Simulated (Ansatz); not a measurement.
Consider the cleavage of the Al–Si bond: `[NH2][AlH][SiH2]S` + `CNC` → `C[N](C)[AlH][NH2]` + `[SiH3]S`.

Program: Ansatz. Geometries: PBE0-D4/def2-TZVP. ΔE: electronic, gas phase. CCSD(T)/CBS adds triple-zeta CCSD(T) − MP2 to the extrapolated MP2 energy (def2 sets, frozen cores). Functionals use def2-TZVPP. One conformer a species, not always the lowest.

```tsv
level	ΔE (kJ/mol)
ωB97X-V	-75.8
PBE-QIDH	-73.7
CCSD/def2-SVP	-80.3
MP2/def2-TZVPP	-88.6
```

Q: What does CCSD(T)/CBS give? (An estimate is asked.)

A: The calculation gave: -78.1 kJ/mol. The listed levels differ from it by 2.3, 4.4, -2.2, -10.5 kJ/mol.

Largest T1 diagnostic among the species: 0.013.

Leaving LDA and LC-ωPBE aside and taking each functional with its dispersion term where it has one, the values, not all of them listed here, spread over 23.7 kJ/mol, from CAM-B3LYP-D4 to PBE-D4. LDA lies −10.0 kJ/mol from PBE without D4. From PBE to PBE0 (25 % exact exchange), in def2-TZVPP and without D4, ΔE moves by −4.2 kJ/mol. The D4 term adds −3.6 kJ/mol with B3LYP and −1.9 kJ/mol with PBE0; it sums over pairs of atoms, weighted by their polarisabilities, and B3LYP, whose exchange is more repulsive, gets the larger term.

B3LYP here is the variant with VWN-RPA as its local correlation; programs differ in this.
